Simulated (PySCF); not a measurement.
SCF from a fresh guess for triplet BrOsN, at the PBE0 minimum. PySCF input:

```python
from pyscf import gto, scf, dft
mol = gto.M(atom='''
Os    -0.218850    -0.096772    -0.571150
N      0.664439     0.293803    -1.875028
Br     0.414195     0.183150     1.721573''',
    basis={'Os': 'def2-SVP', 'N': 'def2-SVP', 'Br': 'def2-SVP'},
    ecp={'Os': 'def2-SVP'},
    charge=0, spin=2)
mf = dft.UKS(mol, xc='PBE0')
mf.grids.atom_grid = (50, 194)
aux = {'Os': 'def2-universal-JKFIT', 'N': 'def2-universal-JKFIT', 'Br': 'def2-universal-JKFIT'}
mf = mf.density_fit(auxbasis=aux)
mf.conv_tol = 1e-08
mf.diis_space = 10
mf.max_cycle = 60
mf.init_guess = 'minao'
mf.verbose = 4
mf.kernel()
```

Excerpt of the output (cycles alone):

```
init E= -2705.73292817524
cycle= 1 E= -2718.38420280567  delta_E= -12.7  |g|= 0.858  |ddm|= 5.79
cycle= 2 E= -2715.70511610857  delta_E= 2.68  |g|= 2.28  |ddm|=  4.2
cycle= 3 E= -2718.6980291893  delta_E= -2.99  |g|= 0.501  |ddm|= 3.75
cycle= 4 E= -2718.75627473556  delta_E= -0.0582  |g|= 0.401  |ddm|= 0.766
cycle= 5 E= -2718.8275387973  delta_E= -0.0713  |g|= 0.0784  |ddm|= 0.331
cycle= 6 E= -2718.8302930043  delta_E= -0.00275  |g|= 0.032  |ddm|= 0.0796
cycle= 7 E= -2718.83091281989  delta_E= -0.00062  |g|= 0.0107  |ddm|= 0.0443
cycle= 8 E= -2718.83104669791  delta_E= -0.000134  |g|= 0.00315  |ddm|= 0.0281
cycle= 9 E= -2718.83106865576  delta_E= -2.2e-05  |g|= 0.00187  |ddm|= 0.00764
cycle= 10 E= -2718.8310881361  delta_E= -1.95e-05  |g|= 0.0009  |ddm|= 0.0111
cycle= 11 E= -2718.83109232463  delta_E= -4.19e-06  |g|= 0.000348  |ddm|= 0.00609
cycle= 12 E= -2718.83109274684  delta_E= -4.22e-07  |g|= 0.000128  |ddm|= 0.00193
cycle= 13 E= -2718.83109278991  delta_E= -4.31e-08  |g|= 4.48e-05  |ddm|= 0.000638
cycle= 14 E= -2718.83109279309  delta_E= -3.17e-09  |g|= 1.57e-05  |ddm|= 0.000164
Extra cycle  E= -2718.83109279343  delta_E= -3.45e-10  |g|= 2.68e-05  |ddm|= 7.41e-05
converged SCF energy = -2718.83109279343  <S^2> = 2.0178068  2S+1 = 3.0118478
```

No lower solution of this spin was found from smeared starts or by a stability analysis within the unrestricted form.

With open d or f shells other occupations or spin states may lie lower. Spin–orbit coupling, left out here, can matter for elements this heavy.

The search for the lowest solution, 3 starts and the stability check together, took 9.2 s on 2 threads of a shared Intel Xeon 6975P-C (Granite Rapids) host, with 78 basis functions; the process peaked at 0.35 GiB. Launch command: `OMP_NUM_THREADS=2 python axn.py task.json out`.
